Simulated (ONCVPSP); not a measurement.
## What one change does to a pseudopotential (tellurium (Te), ONCV)

```json
{
 "Element": "tellurium",
 "Generator": "ONCVPSP 4.0.1",
 "Type": "optimised norm-conserving Vanderbilt (ONCV)",
 "Functional": "LDA (Perdew-Wang 92)",
 "Relativity": "fully relativistic",
 "Frozen core": "[Kr] 4d10",
 "Valence charge": "6",
 "Reference configuration": "5s1.75 5p4.25",
 "Partial waves": "5s: rc 1.70 bohr, ncon 5, nbas 10, qcut 3.4 1/bohr, 2 projectors, debl 3.5 Ha; 5p: rc 1.70 bohr, ncon 4, nbas 8, qcut 3.9 1/bohr, 2 projectors, debl 1.8 Ha",
 "Local potential": "polynomial inside 1.60 bohr (lpopt 1, dvloc0 0 Ha)",
 "Core correction": "Teter function fitted to the true core (icmod 2), fcfact 0.25"
}
```

Open shells are filled in proportion to 2j + 1.

Change: p: rc 1.98.

Cutoffs: the cutoffs (Ha) at which the residual kinetic energy of the hardest occupied pseudo-wave falls to 1 and 0.1 mHa per electron; they do not see the model core or the augmentation charge, which bear on the density cutoff. Errors are all-electron minus pseudo energies relative to the spin-unpolarised reference configuration.

Problem. What does the change do?

Solution. The potential gets softer (26 Ha and 69 Ha → 14 Ha and 62 Ha); the errors of the 4 common tests hardly move; neither file shows a bound ghost. A larger radius leaves more room for a smooth pseudo-wave, so fewer plane waves are needed.

```tsv
quantity	base	changed
cutoff, loose	26 Ha	14 Ha
cutoff, tight	69 Ha	62 Ha
loose cutoff by channel	s 14 Ha, p 26 Ha	s 14 Ha, p 7.6 Ha
bound ghosts	none	none
GHOST(+) flags under 300 eV	s at 86.8 eV	s at 86.8 eV, p1/2 at 135.7 eV
error for 5s2 5p4, meV [ΔE -2.31 eV]	-0.3	-0.4
error for 5s2 5p3, meV [ΔE 7.62 eV]	+0.1	-0.1
error for 5s2 5p2, meV [ΔE 25.82 eV]	-7.9	-7.3
error for 5s1 5p4, meV [ΔE 17.52 eV]	-9.7	-10
s: phases at 1.72 bohr within 0.05 rad from the reference energy up to (Ha; the scan ends near 5)	3.2	3.2
rms error of d²Exc/dni dnj with the model core, mHa	4.96	4.98
```

Base: The cutoffs count occupied waves only; projector 2 of the p channel, the hardest unoccupied one, needs 89 Ha at the loose tolerance.
